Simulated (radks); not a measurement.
The numbers below are computed, except where a source is named.
Q: Radial electron density D(r) = 4 pi r^2 rho(r) of an atom or ion with 32 electrons. Code: a radial shooting solver on a logarithmic mesh with Libxc functionals. Model: scalar-relativistic Kohn-Sham, LDA (Slater exchange, VWN5 correlation), spin-polarised, spherical densities, finite nucleus; Fermi nuclear charge, rms radius of each element as measured or else 0.836 A^(1/3) + 0.57 fm.

| r (bohr) | D(r) (e/bohr) | spin D(r) |
|---|---|---|
| 0.0007295 | 3.404 | -0.0000667 |
| 0.0008225 | 4.137 | -0.0000774 |
| 0.0009274 | 5.018 | -0.0000885 |
| 0.001046 | 6.076 | -0.0000990 |
| 0.001179 | 7.340 | -0.000107 |
| 0.001329 | 8.847 | -0.000110 |
| 0.001499 | 10.63 | -0.000104 |
| 0.00169 | 12.74 | -0.0000822 |
| 0.001905 | 15.22 | -0.0000331 |
| 0.002148 | 18.10 | 0.0000593 |
| 0.002422 | 21.44 | 0.000220 |
| 0.002731 | 25.27 | 0.000487 |
| 0.003079 | 29.63 | 0.000916 |
| 0.003472 | 34.52 | 0.00159 |
| 0.003914 | 39.94 | 0.00264 |
| 0.004413 | 45.86 | 0.00423 |
| 0.004976 | 52.19 | 0.00663 |
| 0.00561 | 58.82 | 0.0102 |
| 0.006326 | 65.57 | 0.0155 |
| 0.007132 | 72.21 | 0.0232 |
| 0.008042 | 78.45 | 0.0344 |
| 0.009067 | 83.97 | 0.0504 |
| 0.01022 | 88.43 | 0.0729 |
| 0.01153 | 91.52 | 0.104 |
| 0.013 | 93.03 | 0.147 |
| 0.01465 | 92.88 | 0.204 |
| 0.01652 | 91.22 | 0.279 |
| 0.01863 | 88.47 | 0.374 |
| 0.021 | 85.36 | 0.491 |
| 0.02368 | 82.81 | 0.628 |
| 0.0267 | 81.88 | 0.780 |
| 0.0301 | 83.48 | 0.935 |
| 0.03421 | 88.54 | 1.08 |
| 0.03858 | 96.18 | 1.18 |
| 0.04349 | 105.5 | 1.20 |
| 0.04904 | 114.6 | 1.11 |
| 0.05529 | 121.1 | 0.919 |
| 0.06234 | 123.1 | 0.628 |
| 0.07029 | 119.5 | 0.304 |
| 0.07925 | 111.2 | 0.0512 |
| 0.08936 | 100.9 | -0.00209 |
| 0.1007 | 92.37 | 0.248 |
| 0.1136 | 88.85 | 0.816 |
| 0.1281 | 91.48 | 1.57 |
| 0.1444 | 98.17 | 2.22 |
| 0.1628 | 104.2 | 2.43 |
| 0.1836 | 104.2 | 2.02 |
| 0.207 | 95.22 | 1.11 |
| 0.2334 | 78.36 | 0.220 |
| 0.2631 | 58.21 | 0.0463 |
| 0.2967 | 40.30 | 1.03 |
| 0.3345 | 28.03 | 2.99 |
| 0.3771 | 21.22 | 5.09 |
| 0.4252 | 17.27 | 6.30 |
| 0.4794 | 13.63 | 6.07 |
| 0.5406 | 9.459 | 4.65 |
| 0.6095 | 5.447 | 2.84 |
| 0.6872 | 2.516 | 1.37 |
| 0.7748 | 0.9091 | 0.516 |
| 0.8736 | 0.2506 | 0.148 |
| 0.985 | 0.05126 | 0.0316 |
| 1.111 | 0.007543 | 0.00486 |
| 1.252 | 0.0007699 | 0.000519 |

What is the nuclear charge?

A: Z = 69. The innermost maximum, from 1s, lies near gamma/Z bohr with gamma = sqrt(1 - (Z/c)^2) = 0.864, here 0.0125 bohr (found: 0.0136), and its height grows with Z. The density is that of the thulium ion Tm37+ in [Ar] 3d10 4s2 4p2; the configuration itself is not fixed sharply by these data, and Z only to a few units. D(r) has 3 maxima, at r = 0.0136, 0.0614, 0.174 bohr, and minima at 0.0265, 0.115 bohr, inside which lie 1.93, 11.11 electrons.
